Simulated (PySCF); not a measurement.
Cartesian coordinates in Å; atom numbers follow the order of the lines, from 1:
```xyz
5

Si    0.0000   -0.0001   -0.0003
F     0.0223   -0.0084    1.5856
F     1.4876    0.0083   -0.5501
F    -0.7592    1.2956   -0.5110
F    -0.7507   -1.2955   -0.5242
```

Geometry: PBE0-D3(BJ)/def2-SVP; GIAO absolute shieldings from PySCF 2.14.0 with density-fitted response routines, gas phase, non-relativistic, averaged over equivalent atoms.

At KT2/pcSseg-1 (92 basis functions, 4.1 s wall time on 1 thread of an Arm Neoverse V2, shared host):
```csv
atoms,σ (ppm)
Si1,455.5
F2/F3/F4/F5,325.0
```

Q: Predict the values at PBE0/pcSseg-1 on the same geometry.

A: 
```tsv
atoms	σ at PBE0/pcSseg-1	change
Si1	455.1	-0.4
F2/F3/F4/F5	338.4	+13.4
```

The largest change is at F2/F3/F4/F5 (fluorine bonded to Si). Cost: 92 basis functions, 3.4 s wall time on 1 thread of an Arm Neoverse V2, shared host.
